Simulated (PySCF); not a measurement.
Compound: C₂H₅Cl₂Si₂ (doublet state).
Numbering: `[SiH2:1]/[CH:2]=[C:3](\[Cl:4])[SiH2:5][Cl:6]` (hydrogens: H7, H8 on Si1; H9 on C2; H10, H11 on Si5)

Geometry (GFN2-xTB, Å), atoms numbered from 1 in this order:
```xyz
11
C2H5Cl2Si2 angstrom
Si     2.4764   -0.3993    0.0248
C      0.7092   -0.3520   -0.3706
C     -0.2688    0.2692    0.3514
Cl     0.2204    1.1051    1.8035
Si    -2.1000    0.3563   -0.0012
Cl    -2.4304   -0.6766   -1.7073
H      3.3514   -1.1212   -0.8819
H      3.0988    0.2199    1.1760
H      0.3731   -0.8605   -1.2666
H     -2.5412    1.7345   -0.2167
H     -2.8836   -0.2728    1.0627
```

The hyperfine couplings belong to this conformer and change with its torsions.

Computed with PySCF 2.14.0, UKS B3LYP, pcH-1 on C Cl H Si, non-relativistic, mean-field spin-orbit, GIAO. One conformer (not necessarily the lowest) at the GFN2-xTB geometry, without solvent, vibrations or thermal averaging. The geometry wasn't refined by DFT: couplings that depend on bond lengths, twists or pyramidal angles can differ widely from those at the functional's own minimum, by a factor of two or more for some ions and for spin on atoms past the first row. The SCF solution wasn't tested for stability.

Largest spin populations (Mulliken): Si1 (+0.87), C3 (+0.36) and C2 (-0.18). The angles at Si1 add up to 360.0°, so it is planar; its axial dipolar tensor and the negative couplings of its protons fit spin in a p orbital normal to that plane.

(1) Find Q in a(H) = Q·ρ(C) for the protons on the planar carbons that carry spin.

## Answers

(1) 
| H | C | ρ(C) | a(H) (G) | a/ρ (G) |
| --- | --- | --- | --- | --- |
| H9 | C2 | -0.182 | +2.57 | -14.1 |

One proton gives one ratio, Q = -14.1 G, and no test of linearity. In every row coupling and population have opposite signs. Where ρ is negative the coupling is positive.

Couplings in gauss use g_iso = 2.0041.
